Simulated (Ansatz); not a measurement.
Single points on the cluster Na₆P⁻.

```yaml
crystal:
  periodic: [false, false, false]
  atoms:
    - {symbol: P, position_ang: [0.063544, 0.529175, 0.549759]}
    - {symbol: Na, position_ang: [1.480165, -1.538164, -0.436830]}
    - {symbol: Na, position_ang: [-1.552718, 2.220011, 1.845735]}
    - {symbol: Na, position_ang: [-0.422640, -4.325894, -1.955349]}
    - {symbol: Na, position_ang: [2.004068, 1.922511, 1.751790]}
    - {symbol: Na, position_ang: [0.180239, 2.401178, -1.339034]}
    - {symbol: Na, position_ang: [-1.752668, -1.208826, -0.416061]}
basis:
  gaussian: {orbitals: STO-3G}
total_charge: -1
hamiltonian: {xc: hf}
scf: {omitted_lower_state_checks: [starts]}
output: {orbitals: {seedname: orbitals}}
```

The file start.molden holds the orbitals of an earlier run on this structure, at another level or in another basis.

```sh
$ ansatz run in.yaml --threads 4 --pin off --events-out ev --progress --plain --max-ram 4787MiB
```

Shortened log:

```
Functional definition: HF
  name "HF"
  cite "Fock, Z. Phys. 61, 126 (1930) doi:10.1007/BF01340294"
  parent pbe
  exchange = exact_x
  correlation = 0
these checks for a lower state are left out or cut short: starts
602 factors; integrals over basis functions are off by at most 1.6e-4 eV
mean field evaluation 1: about -35224.5937 eV, gradient 2.4e1 eV
mean field evaluation 2: about -35224.8872 eV, gradient 2.5e1 eV
mean field evaluation 4: about -35227.8337 eV, gradient 3.1e0 eV
mean field evaluation 8: about -35227.9188 eV, gradient 4.4e-1 eV
mean field evaluation 16: about -35227.9249 eV, gradient 2.5e-5 eV
mean field -35227.92490021 eV, -1294.6023617374 hartree, gradient 2.5e-5 eV, S^2 0.000000; 0 other end points of the search recorded, 0 dependent functions left out
reference -35227.92490021 eV, -1294.6023617374 hartree; 41, 41 occupied and 22, 22 virtual orbitals, 602 factors
Total energy: -35227.92490021 eV, -1294.6023617374 hartree
Checks for a lower state left out: starts
```

Run time 0.35 s (4 threads of Intel Xeon Platinum 8488C on a shared host).

The first input with `gaussian: {orbitals: def2-TZVPD, initial_orbitals: start.molden}`, `hamiltonian: {xc: {name: BHLYP}, dispersion: d4}` (abridged; 9 s):

```
Functional definition: BHLYP
mean field -35787.05171822 eV, -1315.1498933099 hartree, gradient 1.5e-5 eV, S^2 0.000000
Total energy: -35787.48703622 eV, -1315.1658909510 hartree
Checks for a lower state left out: starts
```

Geometry: PBE-D4/def2-SVPD.

The restricted singlet is unstable towards broken spin symmetry in Hartree–Fock (as tested in another run); at HF/STO-3G this wasn't settled. At HF/STO-3G the highest occupied level of the charge -1 singlet lies above zero (up to 12.78 eV). In Hartree–Fock with STO-3G the lack of diffuse functions raises the level. The restricted singlet is unstable towards broken spin symmetry at other levels; at BHLYP-D4/def2-TZVPD this wasn't settled. The geometry of the singlet was relaxed on an unsound state (restricted singlet, unstable towards broken spin symmetry at other levels and untested here). The structure comes from a short search, and lower isomers may exist.
